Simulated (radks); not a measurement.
Values are calculated unless marked as measured or tabulated.
Q: Species: Al IV. Configuration: [Ne] (the NIST ground configuration). Level of theory: Dirac Kohn-Sham, PBE, spin-unpolarised, spherical densities, point nucleus (a radial shooting solver on a logarithmic mesh with Libxc functionals). Some entries of the table are withheld. Estimate them.

orbital,occ.,eigenvalue (eV),<r^2> (bohr^2)
1s1/2,2,-1546.667,(1)
2s1/2,2,-142.6349,0.4645
2p1/2,2,(2),(3)
2p3/2,4,(4),(5)

A: 
(1) 1s1/2 <r^2> (bohr^2): 0.01946
(2) 2p1/2 eigenvalue (eV): -104.4266
(3) 2p1/2 <r^2> (bohr^2): 0.4496
(4) 2p3/2 eigenvalue (eV): -103.9795
(5) 2p3/2 <r^2> (bohr^2): 0.4527
